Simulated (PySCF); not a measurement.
Job file and geometry (Å, from GFN2-xTB) of an NMR shielding run on `InChI=1S/C6H11BClN/c1-2-5-3-6(5)4-9-7-8/h2,5-7,9H,1,3-4H2/t5-,6+/m1/s1`, GIAO PBE0/pcSseg-1 NMR shielding, non-relativistic, gas phase (PySCF); density fitting, a coarse starting grid and PySCF grid level 2 are the driver's defaults:

```
$ OMP_NUM_THREADS=1 python probes_run.py task.json out

{"job": {"kind": "nmr", "xc": "PBE0", "basis": "pcSseg-1"}, "charge": 0, "multiplicity": 1}
C     -3.313932     1.112351    -1.228784
C     -2.283135     1.082318    -0.400786
C     -1.375535    -0.063713    -0.253213
C     -0.770055    -0.374032     1.092980
C      0.093338     0.175273     0.001739
C      1.126645    -0.708668    -0.661431
N      2.355814    -0.736674     0.107257
B      3.610830    -0.323627    -0.286701
Cl     4.901468    -0.433839     0.856997
H     -3.955957     1.972099    -1.308382
H     -3.556646     0.274591    -1.861605
H     -2.060979     1.936821     0.225026
H     -1.623624    -0.910484    -0.881887
H     -0.660507    -1.413850     1.363299
H     -1.022243     0.268710     1.922845
H      0.411279     1.206362     0.098369
H      1.360765    -0.333861    -1.660352
H      0.732606    -1.727932    -0.755989
H      2.206266    -1.076986     1.048057
H      3.818456     0.085822    -1.362487
```

Problem. Write the output of this run.

Solution. 
```
coarse grid: 17112 points
cycle   1  E = -774.4021771321  dE =  1.249e+00  |g| = 4.178e-01  |ddm| = 3.946e+00
cycle   2  E = -774.4098472897  dE = -7.670e-03  |g| = 4.098e-01  |ddm| = 7.709e-01
cycle   3  E = -774.4498853693  dE = -4.004e-02  |g| = 6.297e-02  |ddm| = 3.615e-01
cycle   4  E = -774.4505475518  dE = -6.622e-04  |g| = 3.355e-02  |ddm| = 6.930e-02
cycle   5  E = -774.4507806855  dE = -2.331e-04  |g| = 6.449e-03  |ddm| = 2.709e-02
cycle   6  E = -774.4507898874  dE = -9.202e-06  |g| = 1.857e-03  |ddm| = 7.994e-03
final grid: 160288 points
cycle   7  E = -774.5013705345  dE = -6.108e-05  |g| = 9.057e-03  |ddm| = 4.107e-02
cycle   8  E = -774.5013662465  dE =  4.288e-06  |g| = 9.916e-03  |ddm| = 1.773e-02
cycle   9  E = -774.5013912240  dE = -2.498e-05  |g| = 1.458e-03  |ddm| = 9.800e-03
cycle  10  E = -774.5013917166  dE = -4.925e-07  |g| = 3.816e-04  |ddm| = 1.503e-03
cycle  11  E = -774.5013917501  dE = -3.359e-08  |g| = 1.019e-04  |ddm| = 3.398e-04
cycle  12  E = -774.5013917524  dE = -2.262e-09  |g| = 3.061e-05  |ddm| = 1.021e-04
cycle  13  E = -774.5013917526  dE = -1.955e-10  |g| = 1.042e-05  |ddm| = 3.163e-05
converged SCF energy = -774.5013917526

GIAO shielding tensors (ppm)
atom      isotropic    diamagn.    paramagn.     s11        s22        s33       span
  0 C       67.454     252.390    -184.937    -46.950     88.255    161.056    208.006
  1 C       37.351     252.960    -215.608    -83.664     53.106    142.613    226.277
  2 C      161.747     255.066     -93.318    126.158    148.325    210.759     84.600
  3 C      171.785     253.706     -81.921    144.670    166.671    204.014     59.344
  4 C      159.740     250.752     -91.013    121.154    158.095    199.970     78.816
  5 C      132.009     244.564    -112.554    107.305    133.620    155.102     47.797
  6 N      123.184     321.441    -198.256     17.436    166.406    185.711    168.275
  7 B       68.067     193.157    -125.090     37.697     64.526    101.979     64.283
  8 Cl     848.169    1146.606    -298.438    633.513    933.998    976.995    343.482
  9 H       26.432      27.519      -1.086     23.027     25.375     30.894      7.868
 10 H       26.209      30.960      -4.751     22.283     25.448     30.894      8.611
 11 H       26.287      31.325      -5.038     23.441     24.251     31.167      7.726
 12 H       30.570      35.188      -4.618     24.325     30.299     37.087     12.762
 13 H       31.154      33.155      -2.001     26.752     27.548     39.163     12.411
 14 H       31.105      32.949      -1.844     25.901     27.488     39.926     14.025
 15 H       30.876      34.345      -3.469     24.724     30.177     37.726     13.003
 16 H       27.727      31.754      -4.027     22.455     28.824     31.900      9.445
 17 H       29.409      31.459      -2.051     23.323     31.063     33.840     10.517
 18 H       27.254      32.524      -5.270     20.729     28.998     32.034     11.305
 19 H       26.731      28.933      -2.202     23.860     27.351     28.983      5.123
```

Size and cost of the density-fitted run: 215 basis functions, 48 s wall time on 1 thread of an Arm Neoverse V1, shared host; peak memory 1 GiB.
